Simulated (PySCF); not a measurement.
# Fe+ (iron, charge +1): UHF calculation

Configuration: [Ar] 3d6 4p1, one real determinant (an excited configuration). Computed with PySCF 2.14 in x2c-TZVPPall, with scalar relativity by spin-free X2C-1e.

- Total energy: -1270.933263 hartree
- One-electron energy: -1746.7990 hartree
- Hartree (Coulomb) energy: 530.7120 hartree
- Exchange energy: -54.8463 hartree
- ⟨S²⟩: 8.7540
- ⟨L²⟩: 8.018
- Sum of ⟨r⟩: 18.59 bohr
- Sum of ⟨r²⟩: 28.72 bohr²
- Traceless quadrupole moment −½Σ⟨3z² − r²⟩ along its main axis: -4.61 e·bohr²
- Langevin diamagnetic susceptibility: -22.7 ×10⁻⁶ cm³/mol

| shell | electrons | mean orbital energy (eV) | spread (eV) | rms radius, mean of both spins (bohr) |
| --- | --- | --- | --- | --- |
| 1s α | 1 | -7185.0 | 0 | 0.0675 |
| 1s β | 1 | -7184.9 | 0 | 0.0675 |
| 2s α | 1 | -893.85 | 0 | 0.288 |
| 2s β | 1 | -890.56 | 0 | 0.288 |
| 2p α | 3 | -759.70 | 0.987 | 0.260 |
| 2p β | 3 | -756.39 | 0.063 | 0.260 |
| 3s α | 1 | -130.01 | 0 | 0.872 |
| 3s β | 1 | -120.28 | 0 | 0.872 |
| 3p α | 3 | -90.642 | 2.081 | 0.934 |
| 3p β | 3 | -78.872 | 1.796 | 0.934 |
| 3d α | 5 | -28.013 | 2.189 | 1.21 |
| 3d β | 1 | -22.569 | 0 | 1.21 |
| 4p α | 1 | -10.793 | 0 | 3.55 |

⟨L²⟩ = 8.02 against 12 for a pure F term, so this real determinant mixes terms.

Densities and radii are taken from the X2C orbitals without a picture-change correction, which distorts them close to the nucleus.

Spin-orbit constants ζ (cm⁻¹) from the X2C one-electron operator on these orbitals: bare nucleus, nucleus screened by l(l+1)(2l+1)/3 electrons, and screened by the Breit-Pauli mean field of the electrons.

| shell | bare | screened nucleus | mean field |
| --- | --- | --- | --- |
| 2p | 70490 | 65070 | 62570 |
| 3p | 8686 | 8018 | 7662 |
| 3d | 768.8 | 473.1 | 423.7 |
| 4p | 401.8 | 370.9 | 351.3 |

To first order the Landé constant is A = -33.07 cm⁻¹, so the lowest level has J = 11/2 and lies 0.0308 eV below the centre of the term. This holds in LS coupling only.
